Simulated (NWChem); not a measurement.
System: SiH₂S₂Cl₂; SMILES S[Si](S)(Cl)Cl

Input file for NWChem:

```
start job
memory heap 200 mb stack 900 mb global 1100 mb
geometry units angstroms noautoz
  S      1.577331     0.867399     1.136751
  Si     0.000000     0.000000    -0.020960
  S     -1.577331    -0.867399     1.136751
  Cl     0.965020    -1.378984    -1.219195
  Cl    -0.965020     1.378984    -1.219195
  H      0.766521     1.661526     1.871506
  H     -0.766521    -1.661526     1.871506
end
basis spherical
  * library def2-svp
end
dft
  xc xperdew91 perdew91
  iterations 150
  mulliken
end
task dft energy
```

Geometry: optimised at B3LYP/6-31G* (spherical d).

Predict the main results of this run. (PW91/def2-SVP.) Quantities: energy (Ha); highest occupied level (eV); orbital gap (eV); dipole (D).


```
Item                           Result
---------------------------  --------
energy (Ha)                  -2006.95
highest occupied level (eV)     -6.54
orbital gap (eV)                 5.18
dipole (D)                       1.76
```
